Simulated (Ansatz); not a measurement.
C$_{2}$H$_{6}$BFS at its PBE0-D4/def2-TZVP geometry, where that method's forces vanish. Total charge 0; spin multiplicity 1. The bonds changed during the relaxation, so this is another structure than the one it started from.

```xyz
11

B    -0.4917    0.7305    1.0820
C    -0.3024   -0.1671   -0.1634
C     0.7636   -1.1975   -0.3435
F    -1.3759   -0.4503   -0.9498
S     0.3516    1.5950   -0.5938
H    -1.5616    1.2117    1.2990
H     0.3650    0.6889    1.9156
H     0.4050   -2.1360    0.0878
H     0.9933   -1.3600   -1.3982
H     1.6700   -0.9053    0.1868
H    -0.8170    1.9900   -1.1225
```

Q: What forces (eV/Å) does ωB97M-V/def2-TZVPP give on these atoms in Ansatz? (An estimate is asked.)

A: Computed: 
```
B1  -0.090 -0.047  0.234
C2   0.108  0.170  0.250
C3   0.144 -0.175 -0.017
F4  -0.201 -0.027 -0.162
S5  -0.029  0.091 -0.204
H6   0.131 -0.068 -0.041
H7  -0.102 -0.001 -0.105
H8   0.032  0.076 -0.037
H9  -0.024  0.026  0.076
H10 -0.062 -0.013 -0.036
H11  0.092 -0.033  0.043
```
